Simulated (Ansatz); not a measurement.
The input (input.yaml):

```yaml
crystal:
  lattice:
    - [6.32, 0.0, 0.0]
    - [0.0, 6.32, 0.0]
    - [0.0, 0.0, 6.32]
  atoms:
    - { symbol: W, position: [0.02078912, -0.00056295, 0.0062059] }
    - { symbol: W, position: [0.51412918, -0.02152893, 0.0042288] }
    - { symbol: W, position: [-0.00318248, 0.49404119, -0.00982566] }
    - { symbol: W, position: [-0.00390879, -0.00893662, 0.51737739] }
    - { symbol: W, position: [0.28011996, 0.29684463, 0.23259977] }
    - { symbol: W, position: [0.51707043, 0.49741863, -0.02853813] }
    - { symbol: W, position: [0.50968679, 0.0119093, 0.48498399] }
    - { symbol: W, position: [0.75738676, 0.25666763, 0.26693006] }
    - { symbol: W, position: [-0.00396552, 0.50381631, 0.49380281] }
    - { symbol: W, position: [0.25409402, 0.69071057, 0.24765467] }
    - { symbol: W, position: [0.24650704, 0.23812501, 0.74292524] }
    - { symbol: W, position: [0.51950624, 0.49694082, 0.51078193] }
    - { symbol: W, position: [0.74089915, 0.73537955, 0.25004758] }
    - { symbol: W, position: [0.75119496, 0.24301629, 0.75870813] }
    - { symbol: W, position: [0.23853657, 0.72281101, 0.74367662] }
    - { symbol: W, position: [0.74108223, 0.75720387, 0.74751907] }
    - { symbol: B, position: [0.24454591, -0.01449597, 0.25295256] }
basis:
  ecutwfc: 420.0
kpoints:
  mp_grid: { grid: [2, 2, 2] }
hamiltonian:
  xc: lda
scf:
  occupations: { method: fermi_dirac, width: 0.002 }
  lower_state_search: "off"
  max_iter: 95
md:
  timestep: 1
  n_steps: 200
  ensemble: nvt_nose_hoover
  temperature: 840.0
  initial_velocities: maxwell_boltzmann
  seed: 307019
  nose_hoover: { tau: 50.0, chain_length: 3 }
```

Command:

```bash
$ ansatz run input.yaml --threads 2 --pin off --max-ram 5120MiB --backend cpu --events-out ev --progress --plain --runs-dir out
```

Hardware: 2 threads of Arm Neoverse V1, on a shared host.

Problem. Roughly how long does this run take, and how much memory?

Solution. 17 min, with a peak of 0.89 GiB, for 201 ionic steps.
